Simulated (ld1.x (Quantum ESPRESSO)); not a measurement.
cobalt, RRKJ: configuration errors across variants

| Item | Value |
| --- | --- |
| Element | cobalt |
| Generator | ld1.x (Quantum ESPRESSO) 7.5 |
| Type | norm-conserving RRKJ (Kleinman–Bylander form) |
| Functional | LDA (PZ) |
| Relativity | scalar-relativistic |
| Frozen core | [Ne] |
| Valence charge | 17 |
| Reference configuration | 3s2 3p6 3d7 4s2 4p0 |
| Partial waves | 3p (bound): rc 1.10 bohr; 3d (bound): rc 1.65 bohr; 3s (bound): rc 0.95 bohr |
| Local potential | the s channel |
| Core correction | none |
| rho0 | 0.01 |

Occupied shells without a wave of their own: 4s. They enter only through the test configuration that unscreens the potential.

All-electron excitation energies from the reference (eV): (1) 3s2 3p6 3d7 4s1 4p0 9.296; (2) 3s2 3p6 3d7 4s0 4p0 26.380; (3) 3s2 3p6 3d6 4s0 4p0 62.569; (4) 3s2 3p6 3d5 4s0 4p0 118.220; (5) 3s2 3p6 3d8 4s1 4p0 -1.239; (6) 3s2 3p6 3d6 4s2 4p1 9.772; (7) 3s2 3p6 3d7.5 4s1.5 4p0 -0.980; (8) 3s2 3p6 3d7 4s2 4p0 spin -1.983; (9) 3s2 3p6 3d7 4s1 4p0 spin 6.717.

Spin tests fill each open shell by Hund’s rule, majority spin first.

For the base: The 4s level has no wave, so the channel is fitted at the deeper level alone: the likely source of the large errors.

The file “all radii scaled by about 1.08 (s 1.02, p 1.18, d 1.78 bohr)” misses its own reference levels by 0.3 eV. The file “all radii scaled by about 1.17 (s 1.12, p 1.28, d 1.94 bohr)” misses its own reference levels by 0.5 eV. The file “all radii scaled by about 1.30 (s 1.24, p 1.42, d 2.14 bohr)” misses its own reference levels by 0.8 eV. The file “all radii scaled by about 1.39 (s 1.32, p 1.54, d 2.30 bohr)” misses its own reference levels by 1.2 eV.

Errors AE − PS in meV (a dash: test not solved or not reliable):

```csv
change,(1),(2),(3),(4),(5),(6),(7),(8),(9),bound ghosts
base,-246,-623,-955,-866,-106,+147,-69,+130,-111,none
"all radii scaled by about 0.84 (s 0.80, p 0.92, d 1.40 bohr)",-83,-208,-336,-309,-39,+46,-24,+157,+79,none
"all radii scaled by about 0.95 (s 0.90, p 1.04, d 1.58 bohr)",-177,-446,-694,-620,-77,+107,-50,+137,-37,none
"all radii scaled by about 1.08 (s 1.02, p 1.18, d 1.78 bohr)",-399,-1015,-1526,-1420,-170,+228,-111,+121,-266,none
"all radii scaled by about 1.17 (s 1.12, p 1.28, d 1.94 bohr)",-628,-1601,-2365,-2251,-266,+333,-175,+108,-489,none
"all radii scaled by about 1.30 (s 1.24, p 1.42, d 2.14 bohr)",-1076,-2756,-3968,-3830,-455,+506,-303,+81,-920,none
"all radii scaled by about 1.39 (s 1.32, p 1.54, d 2.30 bohr)",-1521,-3913,-5507,-5290,-648,+642,-432,+47,-1349,none
```

Q: Give the same row for: all radii scaled by about 0.78 (s 0.74, p 0.86, d 1.28 bohr).

A: -62, -156, -254, -257, -31, +29, -19, +174, +118; bound ghosts: none.
